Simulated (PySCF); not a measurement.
HAl, charge +1, doublet, geometry from GFN2-xTB (such geometries of metal compounds can be far from the true shape) (a state made from the parent by changing its charge; the spin is typed, not shown lowest). Base run: HF/6-31G** run with PySCF.

PySCF was given this input:
```python
from pyscf import gto, scf

mol = gto.Mole()
mol.atom = '''
    Al   -0.00000000   -0.00000000   -0.11188066
    H     0.00000000    0.00000000    1.45444859
'''
mol.basis = '6-31g**'
mol.charge = 1
mol.spin = 1
mol.verbose = 4
mol.build()

mf = scf.UHF(mol)
mf.kernel()
mo_i, mo_e, stable_i, stable_e = mf.stability(internal=True, external=True, return_status=True, nroots=6, tol=1e-6)
print('internally stable:', stable_i, ' externally stable:', stable_e)
if not stable_i:
    umf = mf.copy()
    umf.scf_summary = {}
    umf.kernel(umf.make_rdm1(mo_i, mf.mo_occ))
```

The bond that is stretched is that between atoms 1 and 2. A test that says stable can miss a lower solution.

Each row names what was changed in the base input (with any setting that the change needs).

| change | ΔE vs base (eV) | <S^2> | stability test says |
|---|---|---|---|
| base | 0.00 | 0.771 | stable |
| bond × 1.25 | 0.35 | 0.838 | stable |
| bond × 1.5 | 0.60 | 0.817 | stable |
| bond × 1.8 | 0.62 | 0.764 | stable |
| bond × 2.2 | 0.61 | 0.751 | stable |
| bond × 3.0 | 0.62 | 0.750 | stable |

On stretching, the SCF can end on different states; <S^2> shows the spin contamination of each.
